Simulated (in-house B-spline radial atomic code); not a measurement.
# RPA and G0W0 on r2SCAN0: the zinc ion Zn⁷⁺

Configuration [Ar] 3d5, highest spin, mean-field start r2SCAN0. Computed with a B-spline radial code for spherical atoms: all electrons, scalar-relativistic (spin-free one-electron X2C), finite nucleus, each spin shell either full or empty, empty states to l = 9 with an (l + 1/2)⁻⁴ tail; G0W0 by contour deformation at full frequency.

Command:
```bash
python run_gw.py task.json out
```
Settings (radii: box in bohr, nucleus in fm):
```
Z                        30
electrons                23
configuration            [Ar] 3d5
hamiltonian              x2c
method                   r2scan0
lmax                     9
rms_radius               3.9283
spin_polarised           True
box_radius               8.41
intervals                67
```

Time taken, with all properties: 3.2 s on 1 thread of Arm Neoverse N1 (shared host).

Energies (hartree):

| term | value |
| --- | --- |
| mean-field total | -1779.20809 |
| Hartree-Fock functional on these orbitals | -1778.13454 |
| direct second order | -1.7233 |
| second-order exchange | 0.5636 |
| SOSEX correction | 0.53002 |

Question: What is the RPA correlation energy, and what remains with SOSEX?

Answer: RPA gives -1.5632 hartree (-1.85 eV per electron); RPA + SOSEX gives -1.0331, and the second-order doubles -1.1597 hartree (no singles). SOSEX takes back 34 % of the RPA value.

Quasi-particle levels (eV):

```
  level  occupied  mean field  Σx - vxc     Σc  QP weight     G0W0
  3d up       yes     -163.72    -11.75      ?          ?        ?
3p down       yes     -231.30     -9.93   0.06      0.969  -241.17
3s down       yes     -282.08    -15.89   7.78      0.864  -290.19
3d down        no     -144.14     13.76  -5.25      0.974  -135.62
```

G0W0 = mean field + (Σx - vxc) + Σc, with Σc (partial-wave tail included) taken at the quasi-particle energy. Only the outer levels were computed. Levels of low weight are left out.

Question: Where does G0W0 put 3d up?

Answer: At -174.07 eV, with Σc = 1.40 eV and a quasi-particle weight of 0.972. The tabulated removal energy is 173.9 ± 1.7 eV (NIST, semi-empirical); the calculation leaves out spin-orbit coupling, Breit and QED terms, and what these don't explain is the method's own error.
